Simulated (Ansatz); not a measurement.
Steps of a relaxation of CH$_{7}$ClOSiSn (`[CH3][SnH]([Cl])[O][SiH3]`) with RKS PBE-D4/def2-SVP.

```sh
$ ansatz run in.yaml --threads 2 --pin off --events-out ev --progress --plain --max-ram 32768MiB --backend cpu
```

```yaml
crystal:
  periodic: [false, false, false]
  atoms:
    - {symbol: C, position_ang: [-1.728400, 0.681000, -0.251000]}
    - {symbol: Sn, position_ang: [0.336000, 1.014800, -0.437400]}
    - {symbol: Cl, position_ang: [0.773700, 3.326200, -0.404300]}
    - {symbol: O, position_ang: [1.335600, 0.144200, 1.077100]}
    - {symbol: Si, position_ang: [1.209500, -1.553300, 0.706800]}
    - {symbol: H, position_ang: [-2.292900, 1.291000, -1.078200]}
    - {symbol: H, position_ang: [-1.982700, -0.353500, -0.337200]}
    - {symbol: H, position_ang: [-2.083400, 1.126000, 0.712800]}
    - {symbol: H, position_ang: [0.903000, 0.365000, -1.912700]}
    - {symbol: H, position_ang: [1.897900, -2.285900, 1.815000]}
    - {symbol: H, position_ang: [-0.198900, -2.003800, 0.678200]}
    - {symbol: H, position_ang: [1.907600, -1.807000, -0.535100]}
basis:
  gaussian: {orbitals: def2-SVP}
hamiltonian: {xc: pbe, dispersion: d4}
relax: {f_tol: 0.03, max_steps: 200}
```

Positions (Å) and forces (eV/Å) along the path, 8 of 8 steps:

```xyz
12
step=1 energy=-29409.6049 eV
C    -1.728    0.681   -0.251   -1.545    2.712   -0.518
Sn    0.336    1.015   -0.437    0.090    0.589   -0.454
Cl    0.774    3.326   -0.404    0.079    0.149    0.092
O     1.336    0.144    1.077   -0.285   -1.312   -0.409
Si    1.210   -1.553    0.707    0.721    1.179    1.933
H    -2.293    1.291   -1.078    0.931   -0.962    1.058
H    -1.983   -0.353   -0.337   -0.288   -1.283   -0.017
H    -2.083    1.126    0.713    0.090   -0.394   -0.220
H     0.903    0.365   -1.913    0.322   -0.050   -0.282
H     1.898   -2.286    1.815    0.029   -0.108    0.060
H    -0.199   -2.004    0.678   -0.506   -0.157   -0.197
H     1.908   -1.807   -0.535    0.361   -0.362   -1.045
12
step=2 energy=-29409.9189 eV
C    -1.830    0.774   -0.238   -0.385    0.800   -0.440
Sn    0.281    1.068   -0.542    0.282   -0.283    0.057
Cl    0.781    3.379   -0.392    0.030   -0.053    0.079
O     1.262    0.098    0.957   -0.008   -1.350   -0.152
Si    1.304   -1.639    0.794   -0.284    1.780    0.085
H    -2.351    1.353   -1.049    0.184   -0.321    0.392
H    -2.050   -0.294   -0.350   -0.074   -0.332    0.014
H    -2.186    1.150    0.747    0.258   -0.091   -0.133
H     1.040    0.465   -2.006   -0.196    0.162    0.183
H     1.991   -2.323    1.937    0.041    0.145    0.042
H    -0.116   -2.122    0.685   -0.111   -0.211    0.089
H     1.952   -1.964   -0.508    0.263   -0.245   -0.215
12
step=3 energy=-29410.0031 eV
C    -1.853    0.798   -0.280   -0.078    0.136    0.055
Sn    0.271    1.054   -0.555    0.070   -0.037   -0.056
Cl    0.806    3.352   -0.322    0.014   -0.060    0.067
O     1.244    0.081    0.941   -0.037   -1.182   -0.205
Si    1.314   -1.644    0.797   -0.207    1.260   -0.033
H    -2.412    1.361   -1.057    0.117   -0.031    0.066
H    -2.091   -0.280   -0.358    0.004    0.007    0.056
H    -2.120    1.185    0.725    0.023   -0.093   -0.120
H     0.996    0.514   -2.041   -0.041    0.046    0.071
H     2.014   -2.275    1.964    0.026    0.130    0.031
H    -0.098   -2.183    0.712    0.047   -0.091    0.040
H     2.005   -2.018   -0.491    0.060   -0.085    0.030
12
step=4 energy=-29410.0909 eV
C    -1.888    0.843   -0.309    0.069    0.028    0.018
Sn    0.228    1.077   -0.627    0.168   -0.226    0.141
Cl    0.844    3.308   -0.154    0.012    0.037   -0.001
O     1.190    0.009    0.805   -0.105   -0.394   -0.158
Si    1.332   -1.676    0.801    0.021    0.401    0.067
H    -2.433    1.430   -1.070   -0.051    0.005    0.005
H    -2.138   -0.231   -0.394   -0.024    0.003    0.004
H    -2.124    1.212    0.707   -0.006   -0.008   -0.040
H     0.945    0.607   -2.136   -0.039    0.071    0.028
H     2.089   -2.128    2.025   -0.044    0.096   -0.073
H    -0.029   -2.340    0.815    0.018   -0.003   -0.013
H     2.061   -2.165   -0.431   -0.020   -0.009    0.022
12
step=5 energy=-29410.1073 eV
C    -1.896    0.866   -0.321    0.066    0.003    0.034
Sn    0.226    1.074   -0.629   -0.118    0.028   -0.112
Cl    0.864    3.295   -0.119    0.020   -0.018    0.014
O     1.157   -0.041    0.754    0.024    0.054    0.039
Si    1.350   -1.697    0.813    0.013   -0.154    0.011
H    -2.442    1.473   -1.066   -0.005    0.005   -0.009
H    -2.158   -0.203   -0.429   -0.028   -0.006    0.000
H    -2.136    1.212    0.702   -0.001    0.003   -0.003
H     0.890    0.660   -2.174    0.026    0.028    0.025
H     2.113   -2.069    2.053   -0.003    0.047   -0.006
H     0.013   -2.405    0.843    0.002   -0.001    0.003
H     2.096   -2.221   -0.393    0.004    0.011    0.005
12
step=6 energy=-29410.1121 eV
C    -1.913    0.882   -0.330   -0.040    0.010   -0.034
Sn    0.201    1.081   -0.668    0.090   -0.062    0.047
Cl    0.883    3.268   -0.063   -0.022   -0.024   -0.009
O     1.126   -0.076    0.688   -0.007   -0.057   -0.003
Si    1.361   -1.725    0.819   -0.009    0.079   -0.028
H    -2.459    1.503   -1.064   -0.026    0.006    0.009
H    -2.201   -0.181   -0.444    0.022    0.003   -0.007
H    -2.140    1.222    0.698    0.039    0.015   -0.013
H     0.909    0.725   -2.209   -0.045    0.023    0.024
H     2.146   -2.004    2.069    0.003    0.007    0.009
H     0.045   -2.468    0.901    0.014   -0.002   -0.007
H     2.119   -2.282   -0.365   -0.017    0.001    0.011
12
step=7 energy=-29410.1112 eV rejected
C    -1.918    0.895   -0.343    0.040   -0.009    0.037
Sn    0.203    1.069   -0.663   -0.051    0.042   -0.078
Cl    0.876    3.253   -0.056    0.017    0.028    0.025
O     1.115   -0.091    0.694   -0.014    0.039   -0.014
Si    1.369   -1.734    0.826    0.006   -0.052    0.004
H    -2.485    1.509   -1.069    0.068    0.002   -0.019
H    -2.195   -0.171   -0.444   -0.046    0.001    0.033
H    -2.115    1.250    0.685   -0.052   -0.035    0.015
H     0.880    0.745   -2.220    0.031   -0.032    0.001
H     2.151   -2.002    2.081   -0.001    0.010   -0.005
H     0.063   -2.493    0.899   -0.006   -0.001    0.004
H     2.133   -2.285   -0.355    0.008    0.007   -0.003
12
step=8 energy=-29410.1137 eV
C    -1.914    0.887   -0.336   -0.004    0.007   -0.006
Sn    0.203    1.072   -0.667   -0.009   -0.005    0.005
Cl    0.875    3.258   -0.054    0.000    0.000   -0.002
O     1.119   -0.083    0.692    0.003    0.003    0.001
Si    1.365   -1.728    0.822   -0.002   -0.009   -0.004
H    -2.463    1.509   -1.068    0.000    0.003    0.000
H    -2.205   -0.175   -0.444    0.002    0.003    0.004
H    -2.128    1.236    0.692    0.002   -0.002   -0.004
H     0.894    0.728   -2.214    0.001    0.002    0.002
H     2.151   -1.999    2.074    0.004    0.002    0.002
H     0.055   -2.480    0.901    0.003   -0.004    0.000
H     2.124   -2.281   -0.363    0.001    0.001    0.002
```

It took 26 s on 2 threads of an AMD EPYC 7R13 on a shared host, with 0.22 GiB of host memory at the peak.
